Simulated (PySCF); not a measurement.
# Peak assignment

Structure with atom numbers: `[CH:1]#[C:2][CH2:3][Si:4]([CH3:5])([CH3:6])[O:7][SiH2:8][NH2:9]`; H(Xn) means a hydrogen on atom n.

- shielding tensors at PBE0/pcSseg-1 (GIAO)
- geometry from GFN2-xTB
- code: PySCF
- equivalent nuclei averaged, non-relativistic, in vacuum, one conformer

Referencing at the same level of theory: 13C (σ = 186.93 ppm) and 1H (σ = 31.72 ppm) against TMS.

(1) Assign these signals to the numbered atoms. 13C{1H} NMR (computed): δ 85.8 (C), 72.7 (CH), 8.8 (CH2), 0.3 (CH3).

(2) Assign these signals to the numbered atoms. 1H NMR (500 MHz, computed): δ 5.17 (s, 2H), 1.90 (d, 2H), 1.18 (t, 1H), 0.29 (s, 6H), 0.28 (br s, 2H).

Answers

(1) 
| δ (ppm) | atoms | environment | reason |
| --- | --- | --- | --- |
| 85.8 | C2 | alkyne carbon | the triple bond shields along its axis, which puts it between sp3 and sp2 carbons |
| 72.7 | C1 | terminal alkyne carbon | the triple bond shields along its axis, which puts it between sp3 and sp2 carbons |
| 8.8 | C3 | propargylic sp3 CH2 bonded to Si | an electropositive neighbour leaves it electron-rich and shielded |
| 0.3 | C5/C6 | methyl carbon bonded to Si | an electropositive neighbour leaves it electron-rich and shielded |

(2) 
5.17 → H(Si8), hydrogen on a silicon bonded to N, O
1.90 → H(C3), hydrogen on a propargylic sp3 CH2 bonded to Si
1.18 → H(C1), hydrogen on a terminal alkyne carbon: it lies on the axis of the triple bond, in its shielding cone
0.29 → H(C5)/H(C6), hydrogen on a methyl carbon bonded to Si: an electropositive neighbour shields it, as in TMS itself
0.28 → H(N9), hydrogen on a nitrogen bonded to Si: labile proton, position sensitive to the medium

H(C5)/H(C6) and H(N9) lie closer than the usual error of such a calculation, so a measured spectrum could show them in the other order.

OH and NH positions are those of a molecule without intermolecular hydrogen bonds; in solution they move with solvent, concentration and temperature, and exchange usually removes their couplings. Shifts are as computed. Against solution values, carbons near 30 ppm lie about +3 ppm off and those near 130 ppm about +5 ppm. Of 1211 compounds with measured shifts, 218 miss one by over three times the rms of a fit or turn the order of signals round; such compounds aren't used in these exercises. No couplings were computed; multiplicities are counted from neighbouring protons, with m where these are inequivalent, close in shift, in a saturated or five-membered ring or joined by F or P, and br s for small geminal =CH2 splittings.
